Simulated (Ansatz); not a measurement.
Species: C$_{4}$H$_{8}$, charge 0, singlet. C4H8 (SMILES C/C=C\C).
B3LYP-D3(BJ)/def2-TZVP minimum from Ansatz (a first-principles code):
```
C
C 1 1.3313
H 2 1.0864 1 117.29
H 1 1.0864 2 117.29 3 0.00
C 1 1.4973 4 115.04 2 -180.00
H 5 1.0888 1 112.90 4 -180.00
H 5 1.0940 6 107.86 1 -122.64
H 5 1.0940 6 107.86 7 -114.73
C 2 1.4973 3 115.04 1 180.00
H 9 1.0888 2 112.90 3 -180.00
H 9 1.0940 10 107.86 6 122.64
H 9 1.0940 10 107.86 11 114.73
```
Charge 0, spin multiplicity 1.

Total energies in hartree (Ansatz). Open shells are spin-unrestricted; no spin-orbit coupling. Correlated methods leave the cores frozen. No relativity. For partners of very few electrons the exact lower level stands in for a higher one.

```tsv
species	HF/cc-pVTZ	CCSD(T)/cc-pVTZ	HF/cc-pVQZ	CCSD(T)/cc-pVQZ	CCSD(T)/cc-pVDZ	CCSDT(Q)/cc-pVDZ
1: C4H8 ((Z)-but-2-ene, SMILES C/C=C\C)	-156.16523	-156.92363	-156.17531	-156.97000	-156.75577	-156.75797
2: C (triplet)	-37.69157	-37.78076	-37.69331	-37.78654	-37.76038	-37.76071
3: H (doublet)	-0.49981	-0.49981	-0.49995	-0.49995	-0.49928	-0.49928
```

Task: Work out the atomisation energy (electronic, to ground-state atoms) in kcal/mol: take Hartree-Fock from cc-pVQZ, extrapolate the CCSD(T) correlation energy as X^-3 (X = 3, 4), and add CCSDT(Q) - CCSD(T) in cc-pVDZ. 1 hartree = 627.51 kcal/mol.

Result: 
Species 1: correlation (64·(-0.79469) - 27·(-0.75840))/37 = -0.82117; step -0.00220; E1 = -156.17531 + (-0.82117) + (-0.00220) = -156.99868
Species 2: correlation (64·(-0.09323) - 27·(-0.08919))/37 = -0.09618; step -0.00033; E2 = -37.69331 + (-0.09618) + (-0.00033) = -37.78982
Species 3: correlation (64·(0.00000) - 27·(0.00000))/37 = 0.00000; step +0.00000; E3 = -0.49995 + (0.00000) + (+0.00000) = -0.49995
-1·E1 +4·E2 +8·E3 = 1.83980 hartree = 1154.5 kcal/mol.
